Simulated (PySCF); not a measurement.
PySCF input for Br2H2O2Si, SMILES O[Si](O)(Br)Br, KT2/pcSseg-1. Coordinates come from a B3LYP-D3(BJ)/def2-SVP optimisation. The structure was generated by enumeration, and PubChem lists no compound with its InChIKey, so it may never have been made. Other conformers were not sampled.

```python
import numpy as np
from pyscf import gto, scf, dft
from pyscf.prop.nmr import rks as nmr

mol = gto.M(
    atom='''
    O    -0.07810017    1.37840954    1.58678866
    Si    0.00000001    0.00000000    0.68862102
    O     0.07810017   -1.37840954    1.58678866
    Br   -1.83450729    0.00575860   -0.55797605
    Br    1.83450728   -0.00575860   -0.55797605
    H     0.74048682    1.66239130    2.01450518
    H    -0.74048682   -1.66239130    2.01450519
    ''',
    basis='pcSseg-1',
    charge=0,
    spin=0,
    max_memory=1600,
    verbose=3,
)
mf = dft.RKS(mol, xc='kt2')
mf.grids.level = 3
mf.conv_tol = 1e-10
mf.max_cycle = 100
mf.kernel()
n = nmr.NMR(mf)
n.verbose = 2
n.max_cycle_cphf = 60
sigma = n.kernel()
print('atom   isotropic/ppm   span/ppm')
for i, s in enumerate(sigma):
    w = np.linalg.eigvalsh((s + s.T) / 2)
    print(f'{mol.atom_symbol(i):2s}{i + 1:3d} {w.mean():14.3f} {w[2] - w[0]:11.3f}')
```

Log of the run:

```
converged SCF energy = -5613.2582381966
atom   isotropic/ppm   span/ppm
O   1        209.659      97.346
Si  2        364.793      23.974
O   3        209.659      97.346
Br  4       2371.225     811.949
Br  5       2371.225     811.949
H   6         28.315      19.209
H   7         28.315      19.209
```

Self-consistency was reached.

Cost: around 50 core-seconds (rough).
